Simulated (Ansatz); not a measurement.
A nudged elastic band was laid between two geometries of ClF₄HTi (7 atoms, charge 0, multiplicity 1).

Level of theory: Ansatz, RKS PBE0-D4/def2-SVP.

```json
{"movable images": "8", "climbing image": "no", "spring": "5.0 eV/Å²", "optimiser": "quadratic models (default)", "start path": "through a guess of the saddle point", "force threshold": "0.05 eV/Å", "iteration limit": "60", "end points": "relaxed"}
```

Image 0:

```xyz
7
Properties=species:S:1:pos:R:3
Ti -0.007 0.000 0.071
Cl 0.244 0.000 2.304
F 1.635 0.000 -0.427
F -0.602 1.447 -0.647
F -0.602 -1.447 -0.647
F -2.214 0.000 0.925
H -1.965 0.000 1.828
```

Image 9:

```xyz
7
Properties=species:S:1:pos:R:3
Ti -0.420 0.000 -0.555
Cl -0.191 -0.002 3.510
F 1.152 0.001 0.140
F -0.608 1.404 -1.535
F -0.608 -1.405 -1.532
F -1.646 0.001 0.684
H -1.190 0.000 2.696
```

**Question.** Which bonds break or form, and what moves?

**Answer.** Bonds broken: Ti1–Cl2, F6–H7. Bonds formed: Cl2–H7. ClF4HTi becomes ClH + F4Ti.

**Question.** What energy profile does the band end with?

**Answer.** The forces met the threshold. The highest image is number 3 of 0 to 9, 0.43 eV above the first end and 0.47 eV above the last; the last end lies 0.04 eV below the first. No image climbed, so the highest image needn't sit at the top of the path. The orbitals stay closed-shell, which can raise the energy where a bond breaks towards radicals; this wasn't checked here.

| image | path coordinate (Å) | energy (eV) | Ti1–Cl2 (Å) | F6–H7 (Å) | Cl2–H7 (Å) |
| --- | --- | --- | --- | --- | --- |
| 0 | 0.00 | 0.00 | 2.25 | 0.94 | 2.26 |
| 1 | 0.32 | 0.05 | 2.29 | 0.95 | 2.01 |
| 2 | 0.63 | 0.20 | 2.38 | 0.99 | 1.80 |
| 3 | 0.95 | 0.43 | 2.52 | 1.13 | 1.56 |
| 4 | 1.26 | 0.43 | 2.67 | 1.44 | 1.37 |
| 5 | 1.58 | 0.30 | 2.89 | 1.69 | 1.31 |
| 6 | 1.89 | 0.17 | 3.16 | 1.84 | 1.30 |
| 7 | 2.21 | 0.06 | 3.46 | 1.93 | 1.29 |
| 8 | 2.53 | -0.02 | 3.77 | 2.02 | 1.29 |
| 9 | 2.84 | -0.04 | 4.07 | 2.06 | 1.29 |

**Question.** What is the geometry of the highest image?

**Answer.** 
```xyz
7
Properties=species:S:1:pos:R:3
Ti -0.271 0.001 -0.019
Cl 0.040 -0.007 2.487
F 1.443 0.004 -0.067
F -0.646 1.389 -0.954
F -0.643 -1.393 -0.947
F -2.011 0.005 0.969
H -1.424 0.000 1.939
```

Time of the run: 3.4 min on 4 threads of Arm Neoverse V1, with other jobs on the host, peak memory 0.32 GiB.
